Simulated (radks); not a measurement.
Values are calculated unless marked as measured or tabulated.
Q: Species: Tc+. Configuration: [Kr] 4d5 5s1. Level of theory: scalar-relativistic Kohn-Sham, r2SCAN, spin-unpolarised, spherical densities, finite nucleus; meta-GGA in the generalised Kohn-Sham scheme; Fermi nuclear charge, rms radius 4.4112 fm (a radial shooting solver on a logarithmic mesh with Libxc functionals). Some entries of the table are withheld. Estimate them.

orbital  occ.  eigenvalue (Ry)  <1/r> (bohr^-1)  <r> (bohr)
1s          2              (1)            44.70     0.03429
2s          2        -220.7895            10.10         (2)
2p          6        -197.4715            9.793      0.1304
3s          2        -39.33126            3.491      0.4144
3p          6              (3)            3.316         (4)
3d         10        -19.13520            3.080      0.3990
4s          2         -6.10601            1.283       1.062
4p          6              (5)            1.144       1.175
4d          5              (6)           0.8064       1.666
5s          1         -0.82728           0.4197       3.046

A: 
(1) 1s eigenvalue (Ry): -1537.662
(2) 2s <r> (bohr): 0.1495
(3) 3p eigenvalue (Ry): -31.60375
(4) 3p <r> (bohr): 0.4157
(5) 4p eigenvalue (Ry): -3.99063
(6) 4d eigenvalue (Ry): -1.03939
